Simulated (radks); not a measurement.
Valence configurations of Be II (all share [He]). All-electron calculation, Dirac Kohn-Sham, PBE, spin-unpolarised, spherical densities, point nucleus; open shells fill j = l - 1/2 first. Program: a radial shooting solver on a logarithmic mesh with Libxc functionals. Energies are relative to 2s1; eigenvalues in eV.

[
 {"valence": "2s1", "E (eV)": "0.000", "e(2p1/2)": "-", "e(2s1/2)": "-13.700"},
 {"valence": "2s0.5 2p0.5", "E (eV)": "1.958", "e(2p1/2)": "-9.818", "e(2s1/2)": "-13.726"},
 {"valence": "2p1", "E (eV)": "3.908", "e(2p1/2)": "-9.855", "e(2s1/2)": "-"}
]

NIST lists [He] 2s1 as the ground configuration; this level of theory agrees among the configurations tried. The energies are those of spherical spin-averaged densities, not of single terms.
